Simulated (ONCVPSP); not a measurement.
## What one change does to a pseudopotential (technetium, ONCV)

```
Element                 : technetium
Generator               : ONCVPSP 4.0.1
Type                    : optimised norm-conserving Vanderbilt (ONCV)
Functional              : PBEsol
Relativity              : scalar-relativistic
Frozen core             : [Ar] 3d10
Valence charge          : 15
Reference configuration : 4s2 4p6 4d5 5s2
Partial waves           : 4s+5s: rc 1.50 bohr, ncon 5, nbas 8, qcut 7.8 1/bohr, 2 projectors; 4p: rc 1.60 bohr, ncon 3, nbas 8, qcut 8 1/bohr, 1 projector; 4d: rc 2.10 bohr, ncon 4, nbas 8, qcut 6.9 1/bohr, 1 projector
Local potential         : polynomial inside 1.15 bohr (lpopt 5, dvloc0 1 Ha)
Core correction         : Teter function, fcfact 2.5, rcfact 1.55
```

All-electron outer shells of the reference configuration (PBEsol, scalar-relativistic, ld1.x):

```csv
shell,level (eV),outermost node (bohr),outermost maximum (bohr)
3d,-249.88,–,0.31
4s,-73.32,0.50,0.95
4p,-45.30,0.51,1.03
4d,-6.67,0.50,1.27
5s,-5.08,1.28,2.72
```

Change: s: ncon 4, nbas 7.

Cutoffs: the cutoffs (Ha) at which the residual kinetic energy of the hardest occupied pseudo-wave falls to 1 and 0.1 mHa per electron; they do not see the model core or the augmentation charge, which bear on the density cutoff. Errors are all-electron minus pseudo energies relative to the spin-unpolarised reference configuration.

Task: What does the change do?

Result: The potential gets softer (27 Ha and 41 Ha → 24 Ha and 27 Ha); of the 4 tests that both files solve, the error grows in 2 and shrinks in 0 by more than 15 % and 0.3 meV (median size 3.1 → 3.9 meV); neither file shows a bound ghost.

```tsv
quantity	base	changed
cutoff, loose	27 Ha	24 Ha
cutoff, tight	41 Ha	27 Ha
loose cutoff by channel	s 27 Ha, p 13 Ha, d 18 Ha	s 24 Ha, p 13 Ha, d 18 Ha
bound ghosts	none	none
GHOST(+) flags under 300 eV	s at 269.3 eV	s at 257.3 eV
error for 4s2 4p6 4d5 5s1, meV [ΔE 8.20 eV]	-1.1	-1.2
error for 4s2 4p6 4d5 5s0, meV [ΔE 23.04 eV]	-3.2	-4.1
error for 4s2 4p6 4d4 5s0, meV [ΔE 51.73 eV]	-3.1	-3.7
error for 4s2 4p6 4d5 5s1 5p1, meV [ΔE 3.80 eV]	+59	+59
s: phases at 1.53 bohr within 0.05 rad from the reference energy up to (Ha; the scan ends near 5)	to the end of the scan	to the end of the scan
p: phases at 1.62 bohr within 0.05 rad from the reference energy up to (Ha; the scan ends near 5)	0.9	0.9
d: phases at 2.13 bohr within 0.05 rad from the reference energy up to (Ha; the scan ends near 5)	1.5	1.5
rms error of d²Exc/dni dnj with the model core, mHa	0.63	0.80
```
